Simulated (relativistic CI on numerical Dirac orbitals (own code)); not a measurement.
## Crystal-field levels of Co4+, 3d5

Calculated by Dirac-Coulomb-Breit CI, orbitals from a KLI potential per configuration, model QED, valence Slater integrals scaled by 0.65, one configuration in a parametric crystal field (own radial code).

Field parameters in Wybourne normalisation: D3d B²₀ = −7Dσ, B⁴₀ = −14Dq − 21Dτ, B⁴₃ = −14√(10/7) Dq. The field is a parameter set, without covalency.

S is read from ⟨S²⟩ = S(S + 1).

Levels (cm⁻¹, degeneracy): 0 (2), 1 (2), 2 (2), 16945 (2), 17134 (2), 17648 (2), 17777 (2), 17835 (2), 17854 (2), 20320 (2), 21949 (2), 22190 (2).

Problem. Which field gives this pattern?
A. D3d, 10Dq = 13000, Dσ = 980, Dτ = -340 cm⁻¹
B. D3d, 10Dq = 13000, Dσ = -760, Dτ = -340 cm⁻¹
C. D3d, 10Dq = 13000, Dσ = 330, Dτ = -340 cm⁻¹
D. D3d, 10Dq = 13000, Dσ = -110, Dτ = -340 cm⁻¹

Solution. A. D3d, 10Dq = 13000, Dσ = 980, Dτ = -340 cm⁻¹, ground level with S = 2.50.
